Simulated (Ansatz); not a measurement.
Relaxation of FH7SW (10 atoms, charge 0, multiplicity 1), to a largest force component of 0.03 eV/Å in at most 50 steps.

These are results of Ansatz 0.2.0, RHF/def2-SVP, not measurements.

```xyz
10
Properties=species:S:1:pos:R:3
W 0.303 0.237 -0.352
F -0.046 0.139 2.675
H 1.431 -0.677 0.451
H -0.621 1.437 0.332
H -1.307 -0.092 -0.032
H -0.111 -1.360 -0.019
H 0.535 0.362 -2.048
S 1.775 1.880 0.635
H 2.953 1.247 0.669
H 0.547 0.831 2.673
```

Q: Where does it end, and by what steps?

A: The forces met the threshold. After 9 steps the energy has fallen by 0.003 eV; F2 moved furthest, 0.11 Å.

| step | energy less start (eV) | largest force component (eV/Å) | accepted |
| --- | --- | --- | --- |
| 0 | 0.0000 | 0.185 | yes |
| 1 | 0.0026 | 0.259 | no |
| 2 | -0.0019 | 0.165 | yes |
| 3 | -0.0010 | 0.181 | no |
| 4 | -0.0023 | 0.154 | yes |
| 5 | -0.0025 | 0.041 | yes |
| 6 | -0.0028 | 0.061 | yes |
| 7 | -0.0028 | 0.031 | yes |
| 8 | -0.0028 | 0.015 | no |
| 9 | -0.0029 | 0.013 | yes |

```xyz
10
Properties=species:S:1:pos:R:3
W 0.305 0.241 -0.327
F -0.055 0.112 2.573
H 1.437 -0.670 0.475
H -0.615 1.451 0.345
H -1.308 -0.079 -0.014
H -0.114 -1.353 0.015
H 0.531 0.346 -2.025
S 1.785 1.893 0.624
H 2.963 1.260 0.658
H 0.531 0.802 2.656
```

The run took 25 s on 1 thread of Arm Neoverse V1, with other jobs on the host, peak memory 0.19 GiB.
